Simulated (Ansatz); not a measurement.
`[BH2][GaH][OH]` + NH₃ → `[NH2][GaH][OH]` + BH₃ at 298.15 K and 1 bar (cleavage of the Ga–B bond).

Calculated with Ansatz (gas phase, PBE0-D4/def2-TZVP geometries, no zero-point term in ΔE). CCSD(T)/CBS is the MP2 limit (def2-TZVPP, def2-QZVPP) plus CCSD(T) − MP2 in def2-TZVPP, frozen cores. This one scheme is used for every species. For Ga outer-core shells are correlated without core-valence functions, which leaves a few kJ/mol of doubt a bond. Scalar relativity is left out up to krypton. Each species was taken in one conformer, which may not be the lowest.

```json
{"species": "`[BH2][GaH][OH]`", "CCSD(T)/CBS energy (Eh)": "-2026.29567", "H − E (kJ/mol)": "121.6", "S (J/(mol·K))": "306.7"}
{"species": "NH₃", "CCSD(T)/CBS energy (Eh)": "-56.50880", "H − E (kJ/mol)": "100.5", "S (J/(mol·K))": "192.4"}
{"species": "`[NH2][GaH][OH]`", "CCSD(T)/CBS energy (Eh)": "-2056.27372", "H − E (kJ/mol)": "136.6", "S (J/(mol·K))": "305.5"}
{"species": "BH₃", "CCSD(T)/CBS energy (Eh)": "-26.55200", "H − E (kJ/mol)": "78.7", "S (J/(mol·K))": "188.3"}
```

H − E and S are ideal-gas, rigid-rotor, harmonic terms from PBE0-D4/def2-TZVP, for one conformer and one mirror image of each species. 1 Eh = 2625.50 kJ/mol, R = 8.31446 J/(mol·K).

Question: By hand: ΔE, ΔH, ΔS and ΔG.

Answer: ΔE = (-2056.27372) + (-26.55200) − (-2026.29567) − (-56.50880) = -0.02125 Eh = -55.8 kJ/mol. Δ(H − E) = 136.6 + 78.7 − 121.6 − 100.5 = -6.8, so ΔH = -62.6 kJ/mol. ΔS = 305.5 + 188.3 − 306.7 − 192.4 = -5.3 J/(mol·K). ΔG = -62.6 − 298.15 × (-5.3)/1000 = -61.0 kJ/mol.

Question: By hand: the equilibrium constant, and the temperature at which ΔG would vanish if ΔH and ΔS stayed fixed.

Answer: log₁₀ K = −ΔG/(RT ln 10) = 10.7. ΔG = 0 at ΔH/ΔS = 11811 K, far beyond where these terms or the molecules hold.

The number of gas molecules stays the same, so ΔS is small and ΔH decides. A doubt of 5 kJ/mol in ΔE shifts log₁₀ K by 0.9 here. Other conformers and mirror images would add mixing entropy, several J/(mol·K) or more a flexible species. These are equilibria of isolated gas molecules and say nothing of rates. Largest T1 diagnostic: 0.015 (customary marks: 0.02 for closed shells, 0.045 for open ones).
